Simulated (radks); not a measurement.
Q: Numerical settings for the potassium ion K2+, [Ne] 3s2 3p5. Calculated with a radial shooting solver on a logarithmic mesh with Libxc functionals: Dirac Kohn-Sham, LDA (Slater exchange, Perdew-Wang correlation), spin-unpolarised, spherical densities, finite nucleus; open shells are shared between the two j in proportion to 2j + 1; Fermi nuclear charge, rms radius 3.4349 fm. The defaults (mesh step 0.008 in ln r, mesh end at 40 bohr or more with all orbitals vanishing there, Anderson mixing 0.5 over 9 steps, residual threshold near 1e-9 with the energy settled to 1e-9 hartree or 1e-11 of itself, here a cap of 64 iterations) give E = -599.2229 hartree and 3p3/2 at -39.172 eV in 13 iterations. Run on one thread of a shared host, so times are rough (Arm Neoverse N1): 0.08 s of CPU time, 0.08 s wall, 13 iterations on 2189 mesh points. One setting is changed at a time: mesh step in ln r 0.012; mesh step in ln r 0.12; mesh step in ln r 0.003; mesh end (bohr) 20; mesh end (bohr) 12; residual threshold 1e-16; residual threshold 0.01; mixing 2.5; linear mixing, mixing 0.2; linear mixing, mixing 0.5; mixing history 2; iteration cap 2. Which runs fail to converge, and which converge to a wrong energy?

A: Not converged within the cap: mesh step in ln r 0.12; residual threshold 1e-16; linear mixing, mixing 0.2; iteration cap 2. No run marked as converged misses the energy by more than 1 mhartree.
